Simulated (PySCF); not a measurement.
C₂H₁₄Si₄, SMILES C([SiH3])[SiH2][SiH2]C[SiH3]. Atoms are numbered in the order given.

```xyz
20

Si     3.6703     1.1331    -0.3706
C      2.3799    -0.0053     0.3918
Si     0.6286     0.2305    -0.2764
Si    -0.8614    -1.2684     0.7499
C     -2.5599    -1.2774    -0.0763
Si    -3.3750     0.4130    -0.2158
H      3.7472     0.9093    -1.8472
H      3.3056     2.5628    -0.1279
H      5.0238     0.8835     0.2168
H      2.6844    -1.0529     0.2257
H      2.3651     0.1539     1.4838
H      0.1849     1.6411    -0.0366
H      0.6162     0.0065    -1.7590
H     -1.0050    -0.8868     2.1926
H     -0.2573    -2.6409     0.7112
H     -2.4536    -1.6970    -1.0914
H     -3.2238    -1.9565     0.4856
H     -3.4572     1.0672     1.1266
H     -4.7570     0.3002    -0.7760
H     -2.5679     1.2921    -1.1173
```
Charge 0, spin multiplicity 1.

Geometry optimised at PBE0-D3(BJ)/def2-SVP. The structure was generated by enumeration, and PubChem lists no compound with its InChIKey, so it may never have been made. Other conformers were not sampled.

Computed with PySCF with TDA-B3LYP/def2-SVPD.

Vertical excitations. Gas-phase values at a fixed geometry.

```
state  energy (eV)  λ (nm)      f                          main pairs
-----  -----------  ------  -----  ----------------------------------
S1            6.28     198  0.030                      HOMO→LUMO 97 %
S2            6.77     183  0.002                    HOMO→LUMO+1 96 %
S3            6.95     178  0.017                    HOMO→LUMO+2 94 %
S4            7.21     172  0.062  HOMO−1→LUMO 53 %, HOMO→LUMO+3 43 %
S5            7.26     171  0.383  HOMO→LUMO+3 47 %, HOMO−1→LUMO 40 %
S6            7.41     167  0.006  HOMO→LUMO+4 76 %, HOMO−2→LUMO 12 %
T1            5.74     216      0                      HOMO→LUMO 93 %
T2            6.14     202      0                    HOMO→LUMO+2 79 %
```
Triplets are in the Tamm–Dancoff approximation.
